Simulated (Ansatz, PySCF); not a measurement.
Molecule: tribromo(fluoro)silane, sum formula SiBr$_{3}$F, charge 0, multiplicity 1. 
Coordinates optimised at B3LYP-D3(BJ)/def2-TZVP (Ansatz, a first-principles code):
```xyz
5

Si     0.0142     0.0186     0.4443
F      0.0649     0.0847     2.0267
Br     1.9353    -0.7822    -0.2629
Br    -1.6458    -1.3045    -0.1264
Br    -0.3119     2.0575    -0.3096
```
Charge 0, spin multiplicity 1.

Quantity: atomisation energy (electronic, to ground-state atoms), in kJ/mol. Correlated levels leave the core frozen unless marked. UHF or UKS for open shells. No spin-orbit coupling. The frozen core is the preceding noble-gas configuration, with the filled d and f shells of earlier blocks. No relativistic terms. The coupled-cluster limit lacks core correlation, which all-electron functionals hold. Basis-set limits of correlation are two-point, X^-3; Hartree-Fock from the larger set. The bracket is a focal-point correction in the basis named.

```json
[
 {"level": "PBE/def2-TZVPD", "program": "Ansatz", "atomisation energy (kJ/mol)": "…"},
 {"level": "B3LYP-D4/def2-TZVPD", "program": "Ansatz + dftd4", "atomisation energy (kJ/mol)": "1575.5"},
 {"level": "PBE0/STO-3G", "program": "Ansatz", "atomisation energy (kJ/mol)": "1691.2"},
 {"level": "PBE0/6-31G*", "program": "Ansatz", "atomisation energy (kJ/mol)": "1557.5"},
 {"level": "M06-2X/def2-TZVPD", "program": "PySCF", "atomisation energy (kJ/mol)": "…"},
 {"level": "SCS-MP2/STO-3G", "program": "Ansatz", "atomisation energy (kJ/mol)": "1333.5"},
 {"level": "CCSD/def2-TZVPPD", "program": "Ansatz", "atomisation energy (kJ/mol)": "…"},
 {"level": "RI-MP2/CBS(def2-TZVPPD,def2-QZVPPD)+[CCSD(T)-MP2]/def2-TZVPPD", "program": "Ansatz", "atomisation energy (kJ/mol)": "1613.6"}
]
```

Complete the blanks.


- PBE/def2-TZVPD, atomisation energy (kJ/mol): 1625.0
- M06-2X/def2-TZVPD, atomisation energy (kJ/mol): 1591.2
- CCSD/def2-TZVPPD, atomisation energy (kJ/mol): 1510.5
